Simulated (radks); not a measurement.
Initial-state core-level shifts of the tin ion Sn+ when its valence configuration changes from [Kr] 4d10 5s2 5p1. Calculated with a radial shooting solver on a logarithmic mesh with Libxc functionals: scalar-relativistic Kohn-Sham, LDA (Slater exchange, Perdew-Wang correlation), spin-polarised, spherical densities, finite nucleus; open shells are filled with parallel spins first (spin-orbit coupling, left out, can overturn this in heavy ions); Fermi nuclear charge, rms radius 4.6519 fm. Shifts are changes of the shell-averaged eigenvalues in eV (positive: less bound); the change of the density at the nucleus, which sets a Mossbauer isomer shift, is in e/bohr^3, on a base of 1.958e+05.

valence               2s       3s       3p       4s  density at nucleus
4d9 5s2 5p2       -8.406   -8.111   -8.111   -7.117              +18.80
4d10 5s1 5p2      -1.279   -1.309   -1.307   -1.326              -42.06
4d9.5 5s1.5 5p2   -4.803   -4.679   -4.679   -4.212              -12.71
4d9 5s1 5p3       -9.513   -9.248   -9.247   -8.259              -28.84
4d10 5p3          -2.720   -2.772   -2.769   -2.782              -85.73
4d8 5s2 5p3      -17.038  -16.366  -16.367  -14.152              +38.44
